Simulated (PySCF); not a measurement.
An excited-state job on `C(/c1occc1)=N/[H]`.

Method: TDDFT CAM-B3LYP/def2-SVPD, vertical, gas phase, core orbitals frozen in the response (PySCF 2.14.0, density-fitted response routines). Geometry: GFN2-xTB. The input is one job of a driver script: a line of settings, then coordinates in Å.

Input:
```
{"job": {"kind": "uv", "xc": "CAM-B3LYP", "basis": "def2-SVPD", "nstates": 8, "ntriplets": 3}, "charge": 0, "multiplicity": 1}
N     -2.695792    -0.151618     0.504993
C     -1.823964     0.051977    -0.383745
C     -0.383923     0.045318    -0.240974
C      0.431852    -0.172121     0.847876
C      1.755331    -0.052841     0.381664
C      1.657409     0.228169    -0.950632
O      0.380509     0.288369    -1.333373
H     -2.320141    -0.344230     1.432859
H     -2.183372     0.260474    -1.387904
H      0.123610    -0.389590     1.850391
H      2.654025    -0.162521     0.952916
H      2.405654     0.397927    -1.700096
```

Output:
```
coarse grid: 10680 points
cycle   1  E = -322.9558169841  dE =  1.548e+00  |g| = 5.487e-01  |ddm| = 8.386e+00
cycle   2  E = -322.9246664848  dE =  3.115e-02  |g| = 7.185e-01  |ddm| = 3.711e+00
cycle   3  E = -323.0278321184  dE = -1.032e-01  |g| = 6.723e-02  |ddm| = 2.459e+00
cycle   4  E = -323.0286835222  dE = -8.514e-04  |g| = 4.101e-02  |ddm| = 2.338e-01
cycle   5  E = -323.0290641427  dE = -3.806e-04  |g| = 9.825e-03  |ddm| = 1.206e-01
cycle   6  E = -323.0290881742  dE = -2.403e-05  |g| = 3.267e-03  |ddm| = 2.930e-02
cycle   7  E = -323.0290910179  dE = -2.844e-06  |g| = 1.425e-03  |ddm| = 1.115e-02
final grid: 105104 points
cycle   8  E = -323.0929998935  dE = -2.938e-05  |g| = 4.157e-03  |ddm| = 1.039e-01
cycle   9  E = -323.0929978390  dE =  2.054e-06  |g| = 5.395e-03  |ddm| = 2.023e-02
cycle  10  E = -323.0930037127  dE = -5.874e-06  |g| = 7.334e-04  |ddm| = 9.659e-03
cycle  11  E = -323.0930038329  dE = -1.202e-07  |g| = 1.193e-04  |ddm| = 1.667e-03
cycle  12  E = -323.0930038381  dE = -5.267e-09  |g| = 5.271e-05  |ddm| = 5.825e-04
cycle  13  E = -323.0930038388  dE = -6.848e-10  |g| = 2.162e-05  |ddm| = 2.760e-04
converged SCF energy = -323.0930038388

Static polarisability (au): isotropic 69.460, principal 41.330 66.643 100.407

Singlet excitations
state   eV       nm        f      main configurations
  1   4.7219    262.6   0.00318   H-1->L 0.93
  2   5.0628    244.9   0.39262   H->L 0.97
  3   6.4186    193.2   0.00448   H-2->L 0.65, H->L+2 0.31
  4   6.5856    188.3   0.00311   H->L+1 0.94
  5   7.0872    174.9   0.11082   H->L+2 0.66, H-2->L 0.29
  6   7.1437    173.6   0.01082   H->L+3 0.92
  7   7.5546    164.1   0.00085   H->L+4 0.87
  8   7.5755    163.7   0.03517   H-1->L+1 0.40, H-1->L+3 0.38, H-1->L+4 0.09

Triplet excitations (Tamm-Dancoff, eV): 3.1102 4.0013 4.8603
```

The SCF starts on a coarse grid where the log names one; the energy can jump when the final grid takes over, and dE then counts from the start density on the new grid. H and L stand for HOMO and LUMO; the number after each pair is its weight.

Question: Give the mean polarisability as a volume in Å³, and the ratio of the largest to the smallest principal value.

Answer: 69.460 au × 0.148185 = 10.29 Å³; 100.407/41.330 = 2.43.

Summary of the converged run: HOMO -8.10 eV, LUMO -0.39 eV; lowest singlet 4.72 eV; lowest triplet 3.11 eV (Tamm–Dancoff); mean polarisability 69.5 au.

The run took 29 s of wall time on an Arm Neoverse V1 with one thread (shared host).

One conformer stands for the species.
Labels such as C1 count atoms from 1, the log's own numbers from 0.
